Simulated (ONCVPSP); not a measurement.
Before and after: ONCV potential for Ti

ONCVPSP 4.0.1 input, shortened (lines: element, Z, core and valence counts, functional; n l f; lmax; l rc ep ncon nbas qcut; lloc lpopt rc5 dvloc0; l nproj debl; icmod fcfact rcfact), PBE, scalar-relativistic:

```
  Ti 22.00    3    4        4      upf
    1    0    2.00
    2    0    2.00
    2    1    6.00
    3    0    2.00
    3    1    6.00
    3    2    2.00
    4    0    2.00
    2
    0    1.90    0.00    4    9    7.90
    1    1.35    0.00    4    7   10.40
    2    1.40    0.00    4    9   12.40
    4    1    1.30    0.00
    0    2    1.30
    1    2    3.50
    2    2    2.90
    0    0.00    0.00
```

All-electron outer shells of the reference configuration (PBE, scalar-relativistic, ld1.x):

| shell | level (eV) | outermost node (bohr) | outermost maximum (bohr) |
| --- | --- | --- | --- |
| 2p | -444.26 | – | 0.22 |
| 3s | -62.63 | 0.40 | 0.87 |
| 3p | -38.86 | 0.37 | 0.90 |
| 4s | -4.47 | 1.24 | 2.92 |
| 3d | -4.26 | – | 0.98 |

Change: all radii scaled by about 1.33 (s 2.54, p 1.80, d 1.86 bohr); local potential polynomial inside 1.74 bohr (lpopt 1, dvloc0 0 Ha).

Cutoffs: the cutoffs (Ha) at which the residual kinetic energy of the hardest occupied pseudo-wave falls to 1 and 0.1 mHa per electron; they do not see the model core or the augmentation charge, which bear on the density cutoff. Errors are all-electron minus pseudo energies relative to the spin-unpolarised reference configuration.

Problem. Predict the effect on cutoff, ghosts and configuration errors.

Solution. The potential gets softer (49 Ha and 57 Ha → 34 Ha and 40 Ha); of the 4 tests that both files solve, the error grows in 3 and shrinks in 0 by more than 15 % and 0.3 meV (median size 1.6 → 4.4 meV); neither file shows a bound ghost. A larger radius leaves more room for a smooth pseudo-wave, so fewer plane waves are needed. More of the atom is replaced by a form fitted at one configuration, so other configurations suffer.

```tsv
quantity	base	changed
cutoff, loose	49 Ha	34 Ha
cutoff, tight	57 Ha	40 Ha
loose cutoff by channel	s 15 Ha, p 19 Ha, d 49 Ha	s 7.5 Ha, p 23 Ha, d 34 Ha
bound ghosts	none	none
GHOST(+) flags under 300 eV	none	none
error for 3s2 3p6 3d2 4s1, meV [ΔE 7.35 eV]	-0.3	-0.3
error for 3s2 3p6 3d2 4s0, meV [ΔE 20.92 eV]	-0.6	-1.2
error for 3s2 3p6 3d1 4s0, meV [ΔE 47.87 eV]	+7.5	+31
error for 3s2 3p6 3d3 4s1, meV [ΔE 1.11 eV]	+2.6	+7.6
```
